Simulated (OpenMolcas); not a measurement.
Computed levels of 4d6 in ions with 42 electrons, in cm-1 above 5D4.

- Program: OpenMolcas 26.06
- Method: MS-CASPT2, IPEA 0.25 Eh, imaginary shift 0.1 Eh
- Basis: ANO-RCC-VTZP
- Scalar Hamiltonian: DKH2, point nucleus
- Spin-orbit coupling: state interaction with AMFI integrals over the reference wave functions, term energies averaged over their components

Active space for each ion: 6 electrons in 5 orbitals (4d); closed shells correlated by CASPT2: 4s 4p.

```tsv
Level	Ru2+	Pd4+	Ag5+
5D3	1155	2070	2570
5D2	1845	3150	3840
5D1	2290	3920	4790
5D0	2510	4280	5220
3P2(1)	15940	19710	21870
3H6	16340	20410	22860
3H5	16590	20680	23150
3F3(1)	18040	22800	25600
3F2(1)	18530	23590	26500
```

Task: Estimate 5D0, 3P2(1), 3H6 for Rh3+ from its neighbours Ru2+ and Pd4+.

Result: 5D0 is fine structure, which grows about as the fourth power of a screened charge, so the fourth roots are averaged: ((2510^0.25 + 4280^0.25) / 2)^4 = 3307. The calculation gives 3300, so the estimate is off by +0.2 %.
3P2(1) is another term, which grows about linearly with the charge: (15940 + 19710) / 2 = 17825. The calculation gives 18040, so the estimate is off by -1.2 %.
3H6 is another term, which grows about linearly with the charge: (16340 + 20410) / 2 = 18375. The calculation gives 18530, so the estimate is off by -0.8 %.

Mixed levels, with the weight of the term that names them: Pd4+ 3H5 (75 %), Ag5+ 3H5 (73 %).

CASPT2 does not keep the components of a term degenerate, so their means are used; among the terms shown or strongly mixed into the levels shown the widest spread is 390 cm-1 (4d6 3H, Ru2+). Terms from blocks run as CI alone lack orbitals of their own. Levels of configurations with an s electron are missing; early in the row they begin among the upper levels of the d shell and mix with terms of their name (holds for Ru2+). Levels of configurations outside the active space are missing.

A number in round brackets counts repeated terms of one configuration in the order of the reference energies.
